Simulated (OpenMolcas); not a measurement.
**W V: effect of the basis set**

```json
{
  "Program": "OpenMolcas",
  "Method": "RASSCF",
  "Active space": "8 electrons in 8 orbitals (RAS1 5p, at most 2 holes; RAS2 5d)",
  "State averaging": "2S+1 = 3 even, 10 roots; 2S+1 = 1 even, 15 roots",
  "Spin-orbit coupling": "state interaction with AMFI integrals over the reference wave functions, term energies averaged over their components"
}
```

A. ANO-R2 [8s6p5d3f2g], X2C, finite nucleus; cost about 15 core-seconds
B. ANO-RCC-VTZP [8s7p5d3f2g1h], DKH2, point nucleus; cost roughly 40 core-seconds
C. ANO-RCC-VQZP [9s8p6d4f3g2h], DKH2, point nucleus; cost roughly 40 core-seconds

Energies in eV above 5d² ³F₂, the measured ground level; measured values from the list in J. Phys. B 45, 065001 (2012).

```json
{"Level": "5d² ³F₂", "A": "0.0000", "B": "0.0000", "C": "0.0000", "Measured": "0.0000"}
{"Level": "5d² ³F₃", "A": "0.8757", "B": "0.8256", "C": "0.8088", "Measured": ""}
{"Level": "5d² ³F₄", "A": "1.6284", "B": "1.5507", "C": "1.5242", "Measured": "1.4282"}
{"Level": "5d² ³P₀", "A": "1.7758", "B": "1.7851", "C": "1.7936", "Measured": "1.5918"}
{"Level": "5d² ¹D₂ [52 %]", "A": "2.0053", "B": "1.9779", "C": "1.9737", "Measured": ""}
{"Level": "5d² ³P₁", "A": "2.2864", "B": "2.2565", "C": "2.2525", "Measured": "2.0247"}
{"Level": "5d² ³P₂ [59 %]", "A": "3.2363", "B": "3.1552", "C": "3.1348", "Measured": "2.8040"}
{"Level": "5d² ¹G₄", "A": "3.2424", "B": "3.1986", "C": "3.1915", "Measured": "2.7705"}
{"Level": "5d² ¹S₀", "A": "5.9249", "B": "5.9131", "C": "5.9206", "Measured": "5.3450"}
```

Deviations, from unrounded energies. A percentage is the sum of absolute deviations over the sum of measured energies, with the sign that they share, or ± where signs differ.

```csv
Against measurement,Levels,A,B,C
mean absolute deviation (cm-1),6,2900,2500,2500
fine structure of the ground term (%),1,+14.0,+8.6,+6.7
other terms of the ground configuration (%),5,+13.3,+12.2,+12.1
```

B, C lie about equally close to measurement and A furthest from it. The largest miss of C in the table is 5d² ¹S₀, by +4600 cm-1. The ranking rests on the paired levels alone, and a cruder setting can come out closer through cancelling errors.

Among A to C the level of the table that moves most is 5d² ³F₄, by 840 cm-1 (lowest in C, highest in A).

Without dynamic correlation excited terms often stand tens of per cent too high (terms of higher spin than the ground term too low), and those without a measured partner can miss by more than the paired ones. Active for correlation alone: 5p; no level in the range computed is led by a configuration that opens it, so any true level of that kind is missing. Computed and measured levels are paired by configuration, term and J; levels that our copy of the source lacks, or whose pairing is in doubt (as where it misses far off the trend of its configuration), stay unpaired and out of the deviations. Levels of configurations outside the active space are missing.

A share in square brackets marks a mixed level and gives the weight of the term that names it, the lowest over the columns.
